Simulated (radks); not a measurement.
Values are calculated unless marked as measured or tabulated.
Initial-state core-level shifts of neutral silver when its valence configuration changes from [Kr] 4d10 5s1. Code: a radial shooting solver on a logarithmic mesh with Libxc functionals. Model: Dirac Kohn-Sham, PBE, spin-unpolarised, spherical densities, finite nucleus; open shells fill j = l - 1/2 first; Fermi nuclear charge, rms radius 4.5454 fm. Shifts are changes of the shell-averaged eigenvalues in eV (positive: less bound); the change of the density at the nucleus, which sets a Mossbauer isomer shift, is in e/bohr^3, on a base of 1.457e+05.

[
 {"valence": "4d9.5 5s1.5", "1s": "-2.048", "2s": "-2.163", "3s": "-2.139", "4p": "-1.934", "density at nucleus": "+11.90"},
 {"valence": "4d9 5s2", "1s": "-4.229", "2s": "-4.477", "3s": "-4.415", "4p": "-3.954", "density at nucleus": "+25.67"},
 {"valence": "4d9 5s1 5p1", "1s": "-5.956", "2s": "-6.156", "3s": "-6.115", "4p": "-5.695", "density at nucleus": "+7.27"},
 {"valence": "4d10 5p1", "1s": "-1.866", "2s": "-1.805", "3s": "-1.830", "4p": "-1.906", "density at nucleus": "-16.98"},
 {"valence": "4d9 5p2", "1s": "-7.433", "2s": "-7.589", "3s": "-7.569", "4p": "-7.187", "density at nucleus": "-14.00"},
 {"valence": "4d8.5 5s1.5 5p1", "1s": "-8.203", "2s": "-8.556", "3s": "-8.461", "4p": "-7.719", "density at nucleus": "+22.07"},
 {"valence": "4d9.5 5s0.5 5p1", "1s": "-3.840", "2s": "-3.901", "3s": "-3.900", "4p": "-3.753", "density at nucleus": "-5.72"},
 {"valence": "4d8 5s1 5p2", "1s": "-11.997", "2s": "-12.486", "3s": "-12.340", "4p": "-11.234", "density at nucleus": "+15.67"}
]
